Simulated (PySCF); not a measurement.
**Two-component Hartree-Fock for Pr+ (praseodymium, charge +1)**

Start: [Xe] 4f3 6s1; 4f5/2 filled at m_j = +1/2, +3/2, +5/2; 6s1/2 filled at m_j = -1/2. Calculated with PySCF 2.14 in x2c-TZVPall-2c with one added diffuse shell each of s, p, d, f type (12s12p11d5f1g, 147 functions): generalised Hartree-Fock with the X2C-1e Hamiltonian and a Gaussian nucleus; one run each with spin-orbit coupling (SO) switched off, then screened by Boettger's factors.

| spinor shell | electrons | ε, spin-free (eV) | ε, screened SO (eV) | weight of nominal j (screened SO) | rms radius, screened SO (bohr) |
| --- | --- | --- | --- | --- | --- |
| 1s1/2 | 2 | -42198.8 | -42192.7 | 1.000 | 0.0275 |
| 2s1/2 | 2 | -6904.7 | -6902.8 | 1.000 | 0.111 |
| 2p1/2 | 2 | -6172.0 | -6509.8 | 1.000 | 0.0958 |
| 2p3/2 | 4 | -6172.0 | -6023.8 | 1.000 | 0.102 |
| 3s1/2 | 2 | -1540.5 | -1539.8 | 1.000 | 0.290 |
| 3p1/2 | 2 | -1303.3 | -1371.9 | 1.000 | 0.282 |
| 3p3/2 | 4 | -1303.3 | -1272.7 | 1.000 | 0.294 |
| 3d3/2 | 4 | -970.03 | -982.70 | 0.999 | 0.266 |
| 3d5/2 | 6 | -970.03 | -960.90 | 0.999 | 0.269 |
| 4s1/2 | 2 | -330.53 | -330.30 | 1.000 | 0.661 |
| 4p1/2 | 2 | -250.31 | -266.06 | 0.988 | 0.685 |
| 4p3/2 | 4 | -250.31 | -243.13 | 0.994 | 0.711 |
| 4d3/2 | 4 | -132.37 | -137.36 | 0.830 | 0.783 |
| 4d5/2 | 6 | -132.37 | -128.82 | 0.887 | 0.788 |
| 5s1/2 | 2 | -54.394 | -54.352 | 1.000 | 1.63 |
| 5p1/2 | 2 | -32.573 | -35.148 | 0.928 | 1.83 |
| 5p3/2 | 4 | -32.573 | -31.399 | 0.964 | 1.93 |
| 4f5/2 | 3 | -16.475 | -16.504 | 0.790 | 1.21 |
| 6s1/2 | 1 | -9.927 | -9.927 | 1.000 | 4.54 |

```json
{"quantity": "E (hartree)", "spin-free": "-9230.93094", "screened SO": "-9235.24994"}
{"quantity": "M_J", "spin-free": "4", "screened SO": "4"}
{"quantity": "⟨J²⟩", "spin-free": "24.004", "screened SO": "23.193"}
{"quantity": "⟨L²⟩", "spin-free": "42.003", "screened SO": "41.814"}
{"quantity": "⟨S²⟩", "spin-free": "6.001", "screened SO": "5.964"}
```

The determinant has a definite M_J but mixes levels of different J.

Each row is a mean over spinors that exchange with the open shell spreads, by up to 9.352 eV (4d3/2).

Rows whose weight is well below 1 are mixtures of j = l ± 1/2: exchange outweighs spin-orbit coupling there, and the label is only the starting occupation.

Breit and QED terms are absent; they matter most for the inner s and p1/2 levels.

Densities and radii are taken from the X2C orbitals without a picture-change correction, which distorts them close to the nucleus.

Without spin-orbit coupling the j labels of p, d and f shells carry no meaning; the spin-free column gives the mean over the occupied spinors of each nl shell, and its ⟨J²⟩ belongs to a mixture of degenerate components.
